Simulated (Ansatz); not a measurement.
Consider the substitution at a C–C bond: `C[CH](C)[Cd][F]` + `[NH2][GaH][CH2]F` → `C[NH][GaH][CH2]F` + `C[CH2][Cd][F]`.

Program: Ansatz. Geometries: PBE0-D4/def2-TZVP. ΔE: electronic, gas phase. CBS: MP2 limit from def2 TZ/QZ plus the TZ coupled-cluster correction, frozen cores. def2 core potentials past Kr. For Cd, Ga outer-core shells are correlated without core-valence functions, which leaves a few kJ/mol of doubt a bond. Scalar relativity is left out up to krypton. Each species was taken in one conformer, which may not be the lowest.

```json
{"species": "`C[CH](C)[Cd][F]`", "CCSD(T)/def2-TZVPP energy (Eh)": "-385.62777"}
{"species": "`[NH2][GaH][CH2]F`", "CCSD(T)/def2-TZVPP energy (Eh)": "-2118.91841"}
{"species": "`C[NH][GaH][CH2]F`", "CCSD(T)/def2-TZVPP energy (Eh)": "-2158.14457"}
{"species": "`C[CH2][Cd][F]`", "CCSD(T)/def2-TZVPP energy (Eh)": "-346.38963"}
```

Q: Work out ΔE.

A: ΔE = (-2158.14457) + (-346.38963) − (-385.62777) − (-2118.91841) = 0.01198 Eh = +7.5 kcal/mol. CCSD(T)/CBS gives +7.9 kcal/mol.

Largest T1 diagnostic among the species: 0.014.

In def2-TZVPP, CCSD(T) changes the Hartree–Fock value by +1.2 kcal/mol (the triples alone add +0.1 kcal/mol) and MP2 by +2.3 kcal/mol.
